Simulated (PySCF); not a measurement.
Computed IR spectrum (relative IR intensity) of a molecule C3H9AlO2. Geometry: B3LYP-D3(BJ)/def2-SVP. The values are those of a single conformer. Level of theory: PySCF with B3LYP-D3(BJ)/def2-SVP. Frequencies are harmonic and unscaled.

```json
[
 {"ν (cm⁻¹)": "248", "relative intensity": "9.9"},
 {"ν (cm⁻¹)": "267", "relative intensity": "2.2"},
 {"ν (cm⁻¹)": "299", "relative intensity": "5.3"},
 {"ν (cm⁻¹)": "348", "relative intensity": "45"},
 {"ν (cm⁻¹)": "534", "relative intensity": "37"},
 {"ν (cm⁻¹)": "556", "relative intensity": "8.0"},
 {"ν (cm⁻¹)": "607", "relative intensity": "8.9"},
 {"ν (cm⁻¹)": "739", "relative intensity": "29"},
 {"ν (cm⁻¹)": "883", "relative intensity": "33"},
 {"ν (cm⁻¹)": "1035", "relative intensity": "7.4"},
 {"ν (cm⁻¹)": "1180", "relative intensity": "15"},
 {"ν (cm⁻¹)": "1249", "relative intensity": "100"},
 {"ν (cm⁻¹)": "1487", "relative intensity": "6.8"},
 {"ν (cm⁻¹)": "2963", "relative intensity": "33"},
 {"ν (cm⁻¹)": "3010", "relative intensity": "6.8"},
 {"ν (cm⁻¹)": "3018", "relative intensity": "10"},
 {"ν (cm⁻¹)": "3029", "relative intensity": "19"},
 {"ν (cm⁻¹)": "3047", "relative intensity": "16"},
 {"ν (cm⁻¹)": "3089", "relative intensity": "8.4"},
 {"ν (cm⁻¹)": "3104", "relative intensity": "7.7"},
 {"ν (cm⁻¹)": "3932", "relative intensity": "17"}
]
```

Question: Which molecule gave these data?
A) CC(C)[O][AlH][OH]
B) CC[O][AlH][O]C
C) CC[O][Al]([CH3])[OH]
D) C[CH2][Al]([OH])[O]C

Answer: D, C[CH2][Al]([OH])[O]C
